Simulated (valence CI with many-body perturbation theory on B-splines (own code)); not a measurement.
Ni VI: key properties

Computed by relativistic CI+MBPT: five valence electrons over a frozen Dirac-Fock core [Ar], radial functions for each j: 7 s, 7 p, 8 d, 6 f, 4 g, 1 h, with the one-electron correlation potential Σ1 (screened to all orders), the two-electron term Σ2, the three-electron term Σ3, Breit, model QED; selected single and double excitations, second order for the rest, scaled by the run's own slope (own B-spline code, finite nucleus).

Set against measurement, 33 paired levels are off by 2573 cm⁻¹ on average, the worst by 7640. These come from a selection out of Corliss and Sugar, J. Phys. Chem. Ref. Data 10, 197 (1981). Levels without a partner in it may be off by more, other configurations by 1,000 to 8,000 cm⁻¹. Among the levels kept, up to 1600 cm⁻¹ of a level comes from second order outside the variational space, and about a tenth of that is noise between levels of different J, which matters for small intervals. Only levels of the ground parity were solved; by the run's estimate the other parity begins above the list, which can be wrong where configurations are misplaced.

Rates and lifetimes use the calculated energies. Strong lines usually hold to 10 to 20 %, long lifetimes can be off by a factor of two.

What is the ground level?

3d⁵ ⁶S_5/2, composition 99 % 3d⁵ ⁶S, g = 2.001.

How well does LS coupling describe the low levels?

Among the lowest 20 levels the leading LS term, summed over configurations, holds 92 % on average. For single configurations the figures are 92 % in LS and 52 % in jj coupling. Terms mix most in the J = 5/2 level at 8.406 eV, where the leading one holds 62 %.

What is the ionisation energy?

106.3 eV; NIST lists 108 ± 1 eV (semi-empirical).

Name the longest-lived excited levels whose lifetime is computed, and their main decay.

3d⁵ ⁴G_9/2 at 5.071 eV lives 35600 s, mostly by M1 to 3d⁵ ⁴G_11/2; 3d⁵ ⁴G_5/2 at 5.068 eV lives 4100 s, mostly by M1 to 3d⁵ ⁶S_5/2; 3d⁵ ²I_13/2 at 7.320 eV lives 559 s, mostly by M1 to 3d⁵ ⁴G_11/2. The lifetime of 3d⁵ ⁴G_11/2 is too uncertain to give, and may be longer. The lifetime of 3d⁵ ⁴G_7/2 is too uncertain to give, and may be longer. The lifetime of 3d⁵ ⁴P_1/2 is too uncertain to give, and may be longer.
